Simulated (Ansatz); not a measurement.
`O=C[NH][SbH2]` + `N[SiH3]` → `[SiH3][NH][SbH2]` + `NC=O` at 500 K and 1 bar (ligand exchange at the Sb–N bond).

Gas-phase electronic energies from Ansatz, PBE0-D4/def2-TZVP geometries. CCSD(T)/CBS adds triple-zeta CCSD(T) − MP2 to the extrapolated MP2 energy (def2 sets, frozen cores). This one scheme is used for every species. def2 core potentials past Kr. For Sb outer-core shells are correlated without core-valence functions, which leaves a few kJ/mol of doubt a bond. One conformer a species, not always the lowest.

```
           species  CCSD(T)/CBS energy (Eh)  H − E (kJ/mol)  S (J/(mol·K))
   `O=C[NH][SbH2]`               -410.33905           166.7          375.2
         `N[SiH3]`               -346.80422           161.3          303.9
`[SiH3][NH][SbH2]`               -587.40566           184.4          399.0
            `NC=O`               -169.73435           144.8          288.7
```

H − E and S are ideal-gas, rigid-rotor, harmonic terms from PBE0-D4/def2-TZVP, for one conformer and one mirror image of each species. 1 Eh = 2625.50 kJ/mol, R = 8.31446 J/(mol·K).

Problem. By hand: ΔE, ΔH, ΔS and ΔG.

Solution. ΔE = (-587.40566) + (-169.73435) − (-410.33905) − (-346.80422) = 0.00326 Eh = 8.6 kJ/mol. Δ(H − E) = 184.4 + 144.8 − 166.7 − 161.3 = 1.2, so ΔH = 9.8 kJ/mol. ΔS = 399.0 + 288.7 − 375.2 − 303.9 = 8.6 J/(mol·K). ΔG = 9.8 − 500 × (8.6)/1000 = 5.5 kJ/mol.

Problem. By hand: the equilibrium constant, and the temperature at which ΔG would vanish if ΔH and ΔS stayed fixed.

Solution. log₁₀ K = −ΔG/(RT ln 10) = -0.6. ΔG = 0 at ΔH/ΔS = 1140 K, though so small a ΔH makes that figure unsure.

TΔS isn't small against ΔH here. The sign of ΔG lies within the doubt. A doubt of 5 kJ/mol in ΔE shifts log₁₀ K by 0.5 here. Other conformers and mirror images would add mixing entropy, several J/(mol·K) or more a flexible species. These are equilibria of isolated gas molecules and say nothing of rates. Largest T1 diagnostic: 0.017 (customary marks: 0.02 for closed shells, 0.045 for open ones).
